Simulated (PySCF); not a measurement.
H₄AlFO, singlet, B3LYP/def2-SVP optimised geometry.

```
7

Al    -0.37    -0.18     0.00
H     -1.21    -1.35    -0.65
H      1.21    -0.18     0.00
F     -1.12     1.35     0.00
O     -0.86    -0.26     1.94
H     -1.32     0.55     2.20
H     -0.77    -0.87     2.69
```

Density from B3LYP/def2-TZVP in PySCF at that geometry.

Minimum of the electron density along straight lines between bonded atoms, close to the bond critical point (lines longer than 1.1 times the sum of covalent radii, or with two minima, are not listed):

```json
[
 {"bond": "Al1–H2", "length / Å": "1.588", "ρ at the minimum / e bohr⁻³": "0.083", "∇²ρ there / e bohr⁻⁵": "0.20", "position (fraction from the first atom)": "0.50"},
 {"bond": "Al1–H3", "length / Å": "1.588", "ρ at the minimum / e bohr⁻³": "0.083", "∇²ρ there / e bohr⁻⁵": "0.20", "position (fraction from the first atom)": "0.50"},
 {"bond": "Al1–F4", "length / Å": "1.699", "ρ at the minimum / e bohr⁻³": "0.098", "∇²ρ there / e bohr⁻⁵": "0.76", "position (fraction from the first atom)": "0.43"},
 {"bond": "Al1–O5", "length / Å": "2.004", "ρ at the minimum / e bohr⁻³": "0.044", "∇²ρ there / e bohr⁻⁵": "0.27", "position (fraction from the first atom)": "0.42"},
 {"bond": "O5–H6", "length / Å": "0.970", "ρ at the minimum / e bohr⁻³": "0.346", "∇²ρ there / e bohr⁻⁵": "-2.40", "position (fraction from the first atom)": "0.81"},
 {"bond": "O5–H7", "length / Å": "0.965", "ρ at the minimum / e bohr⁻³": "0.351", "∇²ρ there / e bohr⁻⁵": "-2.45", "position (fraction from the first atom)": "0.81"}
]
```
